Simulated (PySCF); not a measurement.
Two-component Hartree-Fock for Lu (lutetium, neutral)

Start: [Xe] 4f14 5d1 6s2; 5d5/2 filled at m_j = +5/2. Calculated with PySCF 2.14 in x2c-TZVPall-2c with one added diffuse shell each of s, p, d type (12s12p11d2f1g, 126 functions): generalised Hartree-Fock with the X2C-1e Hamiltonian and a Gaussian nucleus; one run each with spin-orbit coupling (SO) screened by Boettger's factors, then bare. This is a chosen level, not necessarily the ground level.

```
spinor shell  electrons  ε, screened SO (eV)  ε, bare SO (eV)  weight of nominal j (bare SO)  rms radius, bare SO (bohr)
       1s1/2          2             -63639.2         -63638.1                          1.000                      0.0219
       2s1/2          2             -10971.0         -10970.7                          1.000                      0.0885
       2p1/2          2             -10451.9         -10479.0                          1.000                      0.0752
       2p3/2          4              -9328.9          -9319.7                          1.000                      0.0825
       3s1/2          2              -2548.9          -2548.8                          1.000                       0.227
       3p1/2          2              -2319.4          -2325.1                          1.000                       0.218
       3p3/2          4              -2075.4          -2073.4                          1.000                       0.233
       3d3/2          4              -1690.3          -1695.6                          1.000                       0.206
       3d5/2          6              -1637.5          -1634.1                          1.000                       0.210
       4s1/2          2              -541.81          -541.80                          1.000                       0.509
       4p1/2          2              -446.96          -448.33                          1.000                       0.519
       4p3/2          4              -390.97          -390.51                          1.000                       0.552
       4d3/2          4              -234.53          -235.63                          1.000                       0.584
       4d5/2          6              -223.99          -223.32                          1.000                       0.598
       5s1/2          2              -80.067          -80.073                          1.000                        1.26
       5p1/2          2              -50.572          -50.751                          1.000                        1.41
       5p3/2          4              -43.165          -43.116                          1.000                        1.53
       4f5/2          6              -29.689          -30.297                          1.000                       0.787
       4f7/2          8              -28.122          -27.679                          1.000                       0.803
       6s1/2          2              -10.365          -10.367                          1.000                        3.65
       5d5/2          1               -1.305           -1.305                          1.000                        13.9
```

```tsv
quantity	screened SO	bare SO
E (hartree)	-14566.71252	-14567.68596
M_J	5/2	5/2
⟨J²⟩	8.753	8.753
⟨L²⟩	6.112	6.121
⟨S²⟩	0.859	0.869
```

Breit and QED terms are absent; they matter most for the inner s and p1/2 levels.

Densities and radii are taken from the X2C orbitals without a picture-change correction, which distorts them close to the nucleus.
